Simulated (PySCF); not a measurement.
Electronic structure of Sr⁺ (strontium, charge +1) at the PBE0 level

Configuration: [Kr] 5s1, 2S determinant. Computed with PySCF 2.14 in dyall-av2z (22s16p11d, 125 functions), with the non-relativistic Hamiltonian (point nucleus).

```
Total energy                                     : -3132.84 hartree
One-electron energy                              : -4330.23 hartree
Hartree (Coulomb) energy                         : 1300.68 hartree
Exchange-correlation energy                      : -103.29 hartree
Kinetic energy                                   : 3131.20940 hartree
⟨S²⟩                                             : 0.7502
⟨L²⟩                                             : 0.000
Sum of ⟨r⟩                                       : 26.47 bohr
Sum of ⟨r²⟩                                      : 44.52 bohr²
Density at the nucleus (Gaussians lack the cusp) : 37900 bohr⁻³
Spin density at the nucleus                      : 4.32 bohr⁻³
Langevin diamagnetic susceptibility              : -35.3 ×10⁻⁶ cm³/mol
Time after the integrals                         : about 8 core-seconds
```

```tsv
shell	electrons	mean orbital energy (eV)	rms radius, mean of both spins (bohr)
1s α	1	-15686.0	0.0465
1s β	1	-15686.0	0.0465
2s α	1	-2116.4	0.192
2s β	1	-2116.4	0.192
2p α	3	-1927.1	0.168
2p β	3	-1927.1	0.168
3s α	1	-339.23	0.538
3s β	1	-339.19	0.538
3p α	3	-269.47	0.543
3p β	3	-269.45	0.543
3d α	5	-143.35	0.547
3d β	5	-143.33	0.547
4s α	1	-49.119	1.47
4s β	1	-48.975	1.47
4p α	3	-31.145	1.68
4p β	3	-31.010	1.68
5s α	1	-9.092	4.20
```

A non-relativistic calculation at this Z misses sizeable relativistic shifts.
